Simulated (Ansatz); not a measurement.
Two isomers of C2H5NSi: A = `N=C1C[SiH2]1`, B = `C#C[SiH2]N`.

Computed with Ansatz on PBE0-D4/def2-TZVP structures; ΔE is electronic, products minus reactants. CCSD(T)/CBS is the MP2 limit (def2-TZVPP, def2-QZVPP) plus CCSD(T) − MP2 in def2-TZVPP, frozen cores. Functionals use def2-TZVPP. B3LYP here is the variant with VWN-RPA as its local correlation; programs differ in this. One conformer a species, not always the lowest.

(1) Which isomer does CCSD(T)/CBS put lower? Give the gap. (Best estimate.)

(2) Give E(B) − E(A) in kJ/mol with CCSD(T)/def2-TZVPP, B3LYP-D4, ωB97M-V, CCSD/def2-TZVPP, BLYP-D4, B3LYP, B2PLYP. (Estimate.)

(3) Does the order hold for the free energy at 298.15 K (harmonic terms from PBE0-D4)? (Estimate.)

Largest T1 diagnostic: 0.014.

## Answers

(1) The calculation gave: B, by 160.5 kJ/mol.

(2) Ansatz gave: CCSD(T)/def2-TZVPP -155.0, B3LYP-D4 -145.6, ωB97M-V -146.0, CCSD/def2-TZVPP -160.6, BLYP-D4 -138.2, B3LYP -147.3, B2PLYP -158.2. None reverses the order clearly.

(3) Computed: Yes: G(B) − G(A) = -163.6 kJ/mol, for one conformer each.

In def2-TZVPP, CCSD(T) changes the Hartree–Fock value by +35.9 kJ/mol (the triples alone add +5.5 kJ/mol) and MP2 by +23.6 kJ/mol. At CCSD(T), def2-SVP lies +32.2 kJ/mol from the extrapolated value and def2-TZVPP +5.5 kJ/mol.
